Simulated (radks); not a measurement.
The nuclear charge of neutral terbium is varied continuously with 65 electrons held in [Xe] 4f9 6s2. All-electron calculation, Dirac Kohn-Sham, BLYP, spin-unpolarised, spherical densities, finite nucleus; open shells fill j = l - 1/2 first; Fermi nuclear charge, rms radius 5.06 fm. Program: a radial shooting solver on a logarithmic mesh with Libxc functionals. By the Hellmann-Feynman theorem dE/dZ = E(electron-nucleus)/Z, the electronic potential at the nucleus (averaged over a nucleus of fixed radius).

| Z | E (hartree) | E(electron-nucleus)/Z (hartree) | HOMO | e(HOMO) (eV) | <r> HOMO (bohr) |
|---|---|---|---|---|---|
| 64.9 | -11674.5111 | -442.775 | 4f7/2 | -1.127 | 0.9445 |
| 65 | -11718.8398 | -443.800 | 4f7/2 | -2.321 | 0.9272 |
| 65.1 | -11763.2711 | -444.825 | 4f7/2 | -3.582 | 0.9123 |
| 65.2 | -11807.8048 | -445.849 | 6s1/2 | -4.781 | 3.972 |
| 65.3 | -11852.4409 | -446.873 | 6s1/2 | -5.414 | 3.893 |
| 65.4 | -11897.1793 | -447.896 | 6s1/2 | -6.066 | 3.819 |
| 65.5 | -11942.0201 | -448.919 | 6s1/2 | -6.737 | 3.749 |
| 65.6 | -11986.9631 | -449.942 | 6s1/2 | -7.426 | 3.684 |
| 65.7 | -12032.0085 | -450.965 | 6s1/2 | -8.132 | 3.622 |
| 65.8 | -12077.1561 | -451.988 | 6s1/2 | -8.855 | 3.564 |
| 65.9 | -12122.4061 | -453.011 | 6s1/2 | -9.594 | 3.508 |
| 66 | -12167.7584 | -454.035 | 6s1/2 | -10.349 | 3.455 |

The central difference of E at Z = 65 is -443.800 hartree, to compare with the third column; the second derivative is -10.3 hartree. No converged solution with all levels bound was reached at Z = 64.8.
